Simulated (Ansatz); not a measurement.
Mulliken charges of `COB(N)Br` from r2SCAN/def2-TZVPP in Ansatz (PBE0-D4/def2-TZVP geometry).

| atom | x (Å) | y (Å) | z (Å) | charge (e) |
| --- | --- | --- | --- | --- |
| C1 | 0.582 | -1.504 | 0.563 | 0.016 |
| O2 | -0.236 | -0.641 | -0.196 | -0.336 |
| B3 | -0.160 | 0.707 | -0.163 | 0.296 |
| N4 | -1.011 | 1.484 | -0.948 | -0.337 |
| Br5 | 1.136 | 1.627 | 0.977 | -0.198 |
| H6 | 1.638 | -1.360 | 0.324 | 0.068 |
| H7 | 0.440 | -1.340 | 1.634 | 0.068 |
| H8 | 0.293 | -2.525 | 0.315 | 0.068 |
| H9 | -1.696 | 1.065 | -1.553 | 0.177 |
| H10 | -0.986 | 2.486 | -0.953 | 0.178 |

**Question.** By hand: the dipole of these point charges (1 e Å = 4.8032 D).

**Answer.** Σ q r = (-0.157, -0.146, -0.137) e Å, of length 0.254 e Å = 1.22 D.

**Question.** How does the dipole of the full density compare? (An estimate is asked.)

**Answer.** The calculation gave: (-0.224, -0.119, -0.198) e Å, 1.55 D; the point charges give 0.79 times that, at 13° from its direction.

Point charges leave out the atoms' own dipoles, such as those of lone pairs, and Mulliken's split depends on the basis, so the two needn't agree.
